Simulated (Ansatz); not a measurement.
# Cost against result

Saddle point of TiNH5OF4, closed shell (TiF₄ ([F][Ti]([F])([F])[F]) + H₂O + NH₃ → TiNH₂F₃ ([NH2][Ti]([F])([F])[F]) + H₂O + HF (still joined by a long Ti–F bond); bonds formed: F2–H8, H6–O9; dative contacts that become bonds: Ti1–N7; bonds broken: H6–N7, H8–O9; bonds weakened to dative contacts: Ti1–F2), PBE0-D4/def2-TZVP structure:

```xyz
12
angstrom
Ti -1.1659 -0.6458 0.0906
F 0.7132 -1.2710 0.7218
F -0.7209 -1.3904 -1.4475
F -1.7852 -1.5807 1.4374
F -2.6577 0.1284 -0.4415
H 1.1434 0.8382 -0.3333
N -0.2804 1.1123 0.3367
H 1.4764 -0.6607 0.1460
O 2.0014 0.2498 -0.4551
H -0.8567 1.8940 0.0464
H 0.0328 1.2957 1.2863
H 2.0995 0.0302 -1.3876
```

Barriers are electronic and count from the start structure reached by relaxing down the imaginary mode.

Computed with Ansatz 0.2.0 (basis: as named in each row); correlated methods freeze the cores. B3LYP uses VWN-RPA correlation. Extrapolation: Hartree–Fock as exp(−7.88 √X), correlation as X^−2.97.

Times are rough, for one single point on 4 threads of a shared host (AMD EPYC 7R13), with one NVIDIA H100 (or a share of it) where marked.

The estimate by CCSD(T) at an estimated basis limit (MP2 extrapolated from triple and quadruple zeta, plus CCSD(T) − MP2 in triple zeta) is 26.87 kcal/mol.

```
      method       basis   time (s)  barrier (kcal/mol)  method less estimate
          HF      STO-3G    under 1               10.88                -15.99
      PBE-D4      STO-3G    under 1              -13.96                -40.84
       SPW92    def2-SVP          1               10.99                -15.88
      PBE-D4    def2-SVP          2               18.53                 -8.34
    B3LYP-D4       6-31G          2               24.81                 -2.06
     PBE0-D4    def2-SVP          3               20.66                 -6.21
     PBE0-D4  def2-TZVPP   9 (H100)               24.34                 -2.53
     wB97M-V    def2-SVP         10               21.80                 -5.07
   r2SCAN-D4  def2-TZVPP  10 (H100)               23.76                 -3.11
     BLYP-D4  def2-TZVPP  10 (H100)               24.85                 -2.02
       SPW92  def2-TZVPP  11 (H100)               15.12                -11.75
    B3LYP-D4  def2-TZVPP  11 (H100)               26.01                 -0.86
  r2SCAN0-D4  def2-TZVPP  11 (H100)               24.88                 -1.99
    BHLYP-D4  def2-TZVPP  11 (H100)               28.70                  1.83
     wB97X-V  def2-TZVPP  11 (H100)               26.84                 -0.03
     CCSD(T)    def2-SVP  12 (H100)               24.97                 -1.90
CAM-B3LYP-D4  def2-TZVPP  12 (H100)               25.89                 -0.98
      B97M-V  def2-TZVPP  13 (H100)               28.91                  2.04
     wB97M-V  def2-TZVPP  13 (H100)               26.30                 -0.57
      B2PLYP  def2-TZVPP  13 (H100)               26.72                 -0.15
      PBE-D4  def2-TZVPP  14 (H100)               22.47                 -4.41
  RPA on PBE  def2-TZVPP  15 (H100)               26.12                 -0.76
    PBE-QIDH  def2-TZVPP  16 (H100)               25.66                 -1.21
         MP2  def2-QZVPP  18 (H100)               25.27                 -1.60
     CCSD(T)  def2-TZVPP  31 (H100)               26.31                 -0.56
```

All methods are single points on the PBE0-D4 structures; a negative value means that the method puts the saddle structure below the start.

T1 diagnostic: at most 0.021.

The step is the kind of exchange with an N–H group that builds nitride films in atomic layer and chemical vapour deposition.

Labels in which every atom is bracketed show which atoms are joined, not bond orders.
